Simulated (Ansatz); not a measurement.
Cost and result for the atomization energy of C₂H₅BF₂ (`CC(F)BF`) (10 atoms, 9 bonds).

```xyz
10

C    -0.707    0.888    0.338
C    -0.208   -0.289   -0.480
F    -0.068    0.105   -1.811
B     1.145   -0.883    0.060
F     1.150   -1.380    1.286
H    -1.652    1.256   -0.067
H     0.014    1.708    0.327
H    -0.868    0.583    1.374
H    -0.971   -1.081   -0.464
H     2.165   -0.908   -0.564
```

Total charge 0; spin multiplicity 1. The structure was optimised at the PBE0-D4/def2-TZVP level. It is one conformer, not always the lowest. Program: Ansatz. All runs use 4 threads of an Arm Neoverse V2 on a shared host. Times are those of one run each, without the atoms' runs, and a repeat can differ threefold. Electronic energies, without spin–orbit coupling; frozen cores. CCSD(T)/CBS adds CCSD(T) − MP2 in def2-TZVPP to the MP2 limit, and its time is that of the two runs behind it. T1 = 0.012. B3LYP takes the VWN-RPA correlation (the form of Gaussian; ORCA's B3LYP/G).

CCSD(T)/CBS is a level of theory with its own doubt, some kJ/mol a heavy atom from the limit and from the frozen cores, so smaller differences don't rank the functionals.

| level | functions | wall time |
| --- | --- | --- |
| PBE-D4/def2-TZVPP (with forces) | 225 | 1.4 s |
| PBE0-D4/def2-TZVPP | 225 | 1.6 s |
| B3LYP-D4/def2-TZVPP (with forces) | 225 | 2.6 s |
| r2SCAN-D4/def2-TZVPP (with forces) | 225 | 3.1 s |
| B2PLYP/def2-TZVPP | 225 | 3.2 s |
| ωB97X-V/def2-TZVPP | 225 | 4.8 s |
| ωB97M-V/def2-TZVPP (with forces) | 225 | 7 s |
| MP2/def2-QZVPP | 435 | 14 s |
| CCSD(T)/def2-TZVPP | 225 | 90 s |
| CCSD(T)/CBS(def2) | – | 100 s |

(1) What atomization energy does each give, and how far from CCSD(T)/CBS? (Estimate.)

## Answers

(1) Computed: 
```json
{"level": "PBE-D4/def2-TZVPP (with forces)", "atomization (kcal/mol)": "972.7", "difference from CCSD(T)/CBS": "24.2", "per bond": "2.7"}
{"level": "PBE0-D4/def2-TZVPP", "atomization (kcal/mol)": "954.7", "difference from CCSD(T)/CBS": "6.2", "per bond": "0.7"}
{"level": "B3LYP-D4/def2-TZVPP (with forces)", "atomization (kcal/mol)": "951.2", "difference from CCSD(T)/CBS": "2.7", "per bond": "0.3"}
{"level": "r2SCAN-D4/def2-TZVPP (with forces)", "atomization (kcal/mol)": "955.3", "difference from CCSD(T)/CBS": "6.8", "per bond": "0.8"}
{"level": "B2PLYP/def2-TZVPP", "atomization (kcal/mol)": "943.8", "difference from CCSD(T)/CBS": "-4.7", "per bond": "-0.5"}
{"level": "ωB97X-V/def2-TZVPP", "atomization (kcal/mol)": "952.1", "difference from CCSD(T)/CBS": "3.6", "per bond": "0.4"}
{"level": "ωB97M-V/def2-TZVPP (with forces)", "atomization (kcal/mol)": "954.1", "difference from CCSD(T)/CBS": "5.6", "per bond": "0.6"}
{"level": "MP2/def2-QZVPP", "atomization (kcal/mol)": "961.1", "difference from CCSD(T)/CBS": "12.6", "per bond": "1.4"}
{"level": "CCSD(T)/def2-TZVPP", "atomization (kcal/mol)": "927.6", "difference from CCSD(T)/CBS": "-20.9", "per bond": "-2.3"}
{"level": "CCSD(T)/CBS(def2)", "atomization (kcal/mol)": "948.5", "difference from CCSD(T)/CBS": "0.0", "per bond": "0.0"}
```

From PBE to PBE0 (25 % exact exchange), in def2-TZVPP and without D4, the atomization energy moves by −17.4 kcal/mol: exact exchange takes away binding that semilocal exchange gives to molecules. The D4 term adds +5.4 kcal/mol with B3LYP and +2.8 kcal/mol with PBE0; it sums over pairs of atoms, weighted by their polarisabilities, and B3LYP, whose exchange is more repulsive, gets the larger term. In def2-TZVPP, CCSD(T) changes the Hartree–Fock value by +208.0 kcal/mol (the triples alone add +12.3 kcal/mol) and MP2 by +229.2 kcal/mol; breaking electron pairs costs correlation energy, which Hartree–Fock lacks.
